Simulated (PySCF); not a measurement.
Compound: C₄H₈FSSi₂ (doublet state).
Z-matrix (Å and degrees, GFN2-xTB geometry), rows numbered from 1:
```
C 
C   1  1.2768
C   2  1.5157  1  132.53
C   3  1.5425  2   99.43  1  -174.87
S   4  1.8319  3  115.91  2  -137.51
Si  5  2.1442  4  106.29  3    67.48
Si  4  1.9115  3   93.67  2    -7.32
F   7  1.6169  2  110.71  1   -71.69
H   1  1.0641  2  138.88  3   178.72
H   3  1.0898  2  112.70  1   -54.46
H   3  1.0905  2  110.97  1    66.90
H   4  1.0906  3  110.58  2   107.01
H   6  1.4555  5  109.61  4    81.26
H   6  1.4543  5  101.41  4  -159.49
H   6  1.4579  5  108.71  4   -41.01
H   7  1.4460  2  129.86  1    57.02
```

The hyperfine couplings belong to this conformer and change with its torsions.

The species is `[H]/[C]=C1/C[C@@H](S[SiH3])[Si@H]1F` [radical].

Computed with UKS B3LYP, pcH-1 on C F H S Si, non-relativistic, mean-field spin-orbit, GIAO in PySCF. The structure is a single GFN2-xTB conformer in the gas phase; no vibrational or solvent corrections. Couplings are sensitive to structure, and on GFN2-xTB geometries they can be far from those on DFT ones. No stability test was run, so a lower SCF solution isn't excluded.

Problem. Break the g tensor into its mass correction, gauge correction and orbital-Zeeman/spin–orbit terms.

Solution. 
```
                    Δg (ppm)     1     2     3
relativistic mass correction  -161  -161  -161
            gauge correction    22    15   -18
   orbital Zeeman/spin–orbit  -452  -205   809
                       total  -591  -352   630
```

So g = 2.00173, 2.00197, 2.00295 and g_iso = 2.00221; the tensor is rhombic: the two nearest values differ by 20 % of g3 − g1. 

Problem. What effective moment and Curie constant follow for a powder?

Solution. With the mean of g² = 4.0089 and S(S+1) = 0.75: μ_eff = √(⟨g²⟩S(S+1)) = 1.734 μB and χT = 0.12505·⟨g²⟩·S(S+1) = 0.376 cm³ K/mol (cgs; spin-Hamiltonian part alone).

Problem. What are the electron Larmor frequencies g μB B/h along the three axes at 330 mT?

Solution. 9.2455, 9.2466, 9.2511 GHz for g1, g2 and g3, a range of 5.6 MHz.

Problem. In a frozen sample, at which fields do the three g values resonate at 9.5, 34, 94 and 263 GHz (hyperfine left aside), and which band first spreads them over more than twice a line width of 1.0 mT?

Solution. 
```tsv
band	GHz	B(g3) mT	B(g2) mT	B(g1) mT	spread mT
X	9.5	338.88	339.04	339.08	0.21
Q	34.0	1212.82	1213.42	1213.56	0.74
W	94.0	3353.10	3354.74	3355.14	2.05
J	263.0	9381.54	9386.14	9387.27	5.72
```

The spread grows in proportion to the frequency. W band is the first where it exceeds 2.0 mT.

The largest Mulliken spin populations are on C1 (+0.94), C2 (-0.17) and Si7 (+0.14). No atom but C1 exceeds +0.15. The positive populations add up to 1.17 and the negative ones to -0.17, together 2S = 1.

The HOMO–LUMO gaps are 4.59 eV among the α and 4.10 eV among the β orbitals.

On one thread of an Arm Neoverse V2, shared host, this took 2.0 min of wall time (with the writing of density and orbital grids) and 1.1 GiB of memory at its peak.
